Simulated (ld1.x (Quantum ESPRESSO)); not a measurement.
## Hf: excitation energies, all-electron against PAW

- Element: Hf
- Generator: ld1.x (Quantum ESPRESSO) 7.5
- Type: PAW
- Functional: PBE
- Relativity: scalar-relativistic
- Frozen core: [Kr] 4d10 4f14
- Valence charge: 12
- Reference configuration: 5s2 5p6 5d2 6s0 6p0 (charge +2)
- Partial waves: 5s (bound): rcut 2.00, rcutus 2.35 bohr; 6s (bound, empty): rcut 2.00, rcutus 2.35 bohr; 5p (bound): rcut 2.45, rcutus 2.60 bohr; 6p (bound, empty): rcut 2.45, rcutus 2.60 bohr; 5d (bound): rcut 2.10, rcutus 2.65 bohr; 5d channel at -0.85 Ry: rcut 2.10, rcutus 2.65 bohr; 5f channel at 0.2 Ry: rcut 2.35, rcutus 2.90 bohr; 5f channel at 2.45 Ry: rcut 2.35, rcutus 2.90 bohr
- Local potential: all-electron potential smoothed inside 2.05 bohr (lloc = -1)
- Core correction: a·sin(br)/r model core inside 2.64 bohr
- Augmentation charge: BESSEL, radius 1.70 bohr

Energies are relative to the spin-unpolarised reference configuration 5s2 5p6 5d2 6s0 6p0; without spin polarisation the order of configurations can differ from experiment. Not all tests gave a result: test run stopped at test 4 of 7 (negative rho).

Its overlap operator is not positive definite in a basis up to 400 Ry (lowest eigenvalue s -0.0006), so the file is unfit for use: the generalised eigenproblem breaks down once the basis is large enough, and its test numbers describe a broken file.

| valence configuration | charge | ΔE all-electron (eV) | error AE − PS (meV) |
| --- | --- | --- | --- |
| 5s2 5p6 5d2 6s2 6p0 | 0 | -22.156 | +19 |
| 5s2 5p6 5d2 6s1 6p0 | +1 | -14.180 | +7.4 |
| 5s2 5p6 5d1 6s0 6p0 | +3 | 21.794 | -45 |

Levels in the configuration 5s2 5p6 5d1 6s0 6p0:

| level | all-electron (eV) | pseudo (eV) |
| --- | --- | --- |
| 5s | -94.266 | -94.535 |
| 5p | -62.510 | -62.716 |
| 5d | -27.126 | -27.224 |

The ghost test of this file was not conclusive.
